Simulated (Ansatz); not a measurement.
`N#C[SiH]1CS1` + `[Cl][InH][Cl]` → `N#[C][In]([Cl])[Cl]` + `C1[SiH2]S1`  (formal exchange of groups at a C–Si bond)

Computed with Ansatz on PBE0-D4/def2-TZVP structures; ΔE is electronic, products minus reactants. CCSD(T)/CBS adds triple-zeta CCSD(T) − MP2 to the extrapolated MP2 energy (def2 sets, frozen cores). def2 core potentials past Kr. For In outer-core shells are correlated without core-valence functions, which leaves a few kJ/mol of doubt a bond.

| species | MP2/def2-TZVPP energy (Eh) |
| --- | --- |
| `N#C[SiH]1CS1` | -819.25361 |
| `[Cl][InH][Cl]` | -1109.57832 |
| `N#[C][In]([Cl])[Cl]` | -1201.67178 |
| `C1[SiH2]S1` | -727.15515 |

Problem. Work out ΔE.

Solution. ΔE = (-1201.67178) + (-727.15515) − (-819.25361) − (-1109.57832) = 0.00500 Eh = +13.1 kJ/mol. CCSD(T)/CBS gives +15.0 kJ/mol.

Largest T1 diagnostic among the species: 0.014.

Leaving LDA and LC-ωPBE aside and taking each functional with its dispersion term where it has one, the values, not all of them listed here, spread over 14.2 kJ/mol, from PBE-QIDH to B97M-V. LDA lies +8.7 kJ/mol from PBE without D4. From PBE to PBE0 (25 % exact exchange), in def2-TZVPP and without D4, ΔE moves by −3.3 kJ/mol.
